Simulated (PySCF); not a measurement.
Compound: C4H7F3Si.
SMILES: `FC(F)(F)[C@@H]1CC[SiH2]1`

Torsions of this conformer, `[F:1][C:2]([F:3])([F:4])[C@@H:5]1[CH2:6][CH2:7][SiH2:8]1`: F1–C2–C5–C6 57°.

The closed-shell ground state was solved at several levels (PySCF, density fitting, gas phase, non-relativistic). The structure is a single PBE0-D3(BJ)/def2-SVP conformer in the gas phase; no vibrational or solvent corrections.

| level | basis functions | total energy (Eh) | HOMO (eV) | LUMO (eV) | gap (eV) | dipole (D) |
| --- | --- | --- | --- | --- | --- | --- |
| HF/pcSseg-1 | 178 | -742.7125 | -11.47 | 3.29 | 14.76 | 2.74 |
| PBE0/pcSseg-1 | 178 | -745.0184 | -8.44 | 0.17 | 8.61 | 2.40 |

Question: What might CAM-B3LYP/def2-SVPD (229 basis functions) give for the same quantities?

Answer: Total energy -745.1032 Eh, HOMO -9.80 eV, LUMO 0.88 eV, gap 10.68 eV, dipole 2.61 D.

Question: Over all these levels, which gives the widest orbital gap and which the narrowest?

Answer: HF/pcSseg-1 (Hartree–Fock, all exact exchange) has the widest, 14.76 eV, and PBE0/pcSseg-1 (global hybrid, 25 % exact exchange) the narrowest, 8.61 eV. The two share the basis. From the narrowest to the widest the HOMO moves by -3.03 eV and the LUMO by +3.12 eV. The HOMO need not be the same orbital at Hartree–Fock and at DFT levels.

Question: How far do the dipole and the HOMO energy spread over the levels?

Answer: The dipole runs from 2.40 to 2.74 D (mean 2.59 D) and the HOMO from -11.47 to -8.44 eV.
